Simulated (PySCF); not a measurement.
Polarisability and C₆ of Cu⁺ (copper, charge +1)

[Ar] 3d10, closed-shell 1S. Computed with PySCF 2.14 in def2-TZVPPD (6s6p4d2f1g, 67 functions), with no relativity, point nucleus. Coupled (time-dependent) response in atomic units; α is the mean over directions.

| method | mean α (bohr³) | C₆ (like pair) | S(−4) |
| --- | --- | --- | --- |
| UHF | 3.920 | 8.569 | 17.28 |
| PBE | 6.082 | 12.75 | 58.29 |
| PBE0 | 5.254 | 11.15 | 39.04 |
| MN15 | 5.209 | 10.99 | 37.44 |
| PBEsol | 6.039 | 12.71 | 56.75 |

S(−4) is the Cauchy moment in α(ω) = α(0) + S(−4) ω² + …

α(iu) at PBE:

| u (hartree) | α(iu) (bohr³) |
| --- | --- |
| 0 | 6.082 |
| 0.0500 | 5.941 |
| 0.100 | 5.561 |
| 0.200 | 4.500 |
| 0.300 | 3.533 |
| 0.500 | 2.343 |
| 0.750 | 1.666 |
| 1.00 | 1.338 |
| 1.50 | 1.022 |
| 2.00 | 0.8531 |
| 3.00 | 0.6371 |
| 5.00 | 0.3803 |

For an ion, C₆ is the dispersion term alone; charge-induced terms of lower order in 1/R come first.
